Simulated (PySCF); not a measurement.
TDDFT excited states: C4H5ClF2O

Species: C₄H₅ClF₂O.
SMILES: `C[C@@H](F)[C@H](F)C(=O)Cl`

Method: PySCF, TDDFT wB97X-D/def2-SVPD, vertical, gas phase, core orbitals frozen in the response. Geometry: GFN2-xTB, one conformer, isolated molecule. Torsions of this conformer, `[CH3:1][C@@H:2]([F:3])[C@H:4]([F:5])[C:6](=[O:7])[Cl:8]`: C1–C2–C4–F5 75°, C2–C4–C6–O7 102°.

```tsv
state	E (eV)	ν̃ (cm⁻¹)	f	|μ| (D)	main configurations (H = HOMO, L = LUMO)
S1	5.04	40650	0.0005	0.16	H→L (95%)
S2	6.43	51880	0.0016	0.26	H-1→L (92%)
S3	6.99	56370	0.026	1.00	H-2→L (83%), H→L+1 (11%)
S4	7.62	61440	0.055	1.38	H-3→L (86%)
S5	8.18	66000	0.016	0.72	H-4→L (84%)
S6	8.31	66990	0.014	0.68	H-1→L+1 (69%)
S7	8.44	68040	0.0033	0.32	H-2→L+1 (78%)
S8	8.61	69480	0.044	1.16	H-5→L (40%), H→L+1 (17%), H-6→L (10%)
```

Triplets (Tamm–Dancoff): T1 4.54 eV, H→L (94%); T2 5.75 eV, H-2→L (69%), H-9→L (10%); T3 6.26 eV, H-1→L (87%).

The lowest singlet comes at 246 nm (486 kJ/mol) in the ultraviolet; it is very weak; its leading configuration is HOMO→LUMO (95%). The strongest level in the table is S4 at 7.62 eV (163 nm, f = 0.055). S1 has the pattern of n→π* at C=O. Weighted by f, the mean energy of these states is 7.90 eV. Of the 8 states listed, 5 reach f = 0.01 and none stays under 0.0005. The listed states span 3.57 eV, and the widest gap between neighbours is 1.39 eV (S1 to S2). Singlets were solved by full linear response, triplets in the Tamm–Dancoff approximation.
